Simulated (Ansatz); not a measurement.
A structure relaxed at PBE0-D4/def2-SVP in Ansatz, charge 0, singlet:

```tsv
atom	x (Å)	y (Å)	z (Å)
Al1	-0.777	0.539	1.058
H2	0.019	1.352	2.149
H3	-2.324	0.247	0.989
F4	0.160	-0.991	0.622
Al5	0.777	-0.539	-1.058
H6	-0.020	-1.352	-2.148
H7	2.325	-0.248	-0.990
F8	-0.159	0.992	-0.622
```

Task: Give its formula, name or SMILES and point group.

Result: (H2Al-mu-F)2 (Al₂H₄F₂). Point group D2h (tolerance 0.1 Å).

Task: Summarise the bond lengths by kind (pairs closer than 1.2 times the sum of covalent radii, bridged metal pairs left out).

Result: 4 × Al–F 1.85 Å; 4 × Al–H 1.58 Å.
